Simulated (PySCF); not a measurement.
C3H6F2Si, SMILES [SiH2](/C=C(\F)C)F.

Geometry: PBE0-D3(BJ)/def2-SVP. The structure was generated by enumeration; whether it is a known compound was not checked. Other conformers were not sampled.

Computed with PySCF with ωB97X/def2-TZVP.

Gas-phase values at a fixed geometry.

```json
{
 "total_energy": "-607.22146 hartree",
 "highest_occupied_level": "-9.98 eV",
 "lowest_empty_level": "1.71 eV",
 "orbital_gap": "11.69 eV",
 "dipole_moment": "2.79 D",
 "quadrupole, principal values (traceless, Buckingham form, about the centre of nuclear charge)": "-6.90, -0.12, 7.02 D·Å",
 "mean_static_polarisability": "61.1 bohr³ (9.06 Å³)",
 "polarisability_principal_values": "48.8, 55.6, 79.0 bohr³"
}
```
